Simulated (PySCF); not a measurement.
Tm2O2F2 at several levels of theory

Computed with PySCF 2.14.0 (density fitting, no spin-orbit coupling) at the geometry relaxed with BP86:

```xyz
6
Tm2O2F2 (singlet in the valence; each metal's 4f electrons, 12 of them, lie in its core potential, out of spins and levels)
Tm    0.0000    0.6441    1.3997
Tm    0.0000   -0.6441   -1.3997
O     1.3396    0.0000    0.0000
O    -1.3396    0.0000    0.0000
F     0.0000   -0.4725    3.0659
F     0.0000    0.4725   -3.0659
```

```tsv
level	basis	state	HOMO (eV)	gap (eV)	charge on Tm1 (e)	population of f-type functions on Tm1 (polarisation alone where 4f lies in the core)	dipole about the centre of mass (D)	largest force component (eV/Å)
BP86	Tm lcecp-1-SVP with ECP58, O def2-SVP, F def2-SVP	singlet	-6.13	3.57	0.94	0.06	0.00	0.01
PBE	the same	singlet	-6.04	3.38	0.93	0.06	0.00	0.03
TPSSh	the same	singlet	-6.55	4.36	1.08	0.06	0.00	0.16
CAM-B3LYP	the same	singlet	-8.77	7.38	1.09	0.07	0.00	0.39
```

In the lcecp rows the 4f levels are missing from HOMO and gap, and the state counts the valence alone.

Charges are Mulliken's, which hang on the basis. The relaxation used the grid (50, 194), these runs (75, 302) or, all-electron (x2c bases, spin-free X2C Hamiltonian), (99, 590).

**Question.** What does revPBE with Tm lcecp-1-SVP with ECP58, O def2-SVP, F def2-SVP give here?

**Answer.** state singlet, HOMO (eV) -5.94, gap (eV) 3.38, charge on Tm1 (e) 0.95, population of f-type functions on Tm1 (polarisation alone where 4f lies in the core) 0.06, dipole about the centre of mass (D) 0.00, largest force component (eV/Å) 0.17. Time: 11 s on 2 threads of Arm Neoverse V1 (shared host), from an already converged density.

In the first row's basis the gap widens with exact exchange: 3.4 to 3.6 eV for revPBE, PBE, BP86 (none); 4.4 eV for TPSSh (a fixed share); 7.4 eV for CAM-B3LYP (rising or full at long range).

A frequency check found unstable modes (1, the lowest at -24 cm⁻¹), so the relaxed geometry is a saddle point, or these are noise. An lcecp potential fixes the number of 4f electrons, so in runs with it no electron can move into or out of that shell.
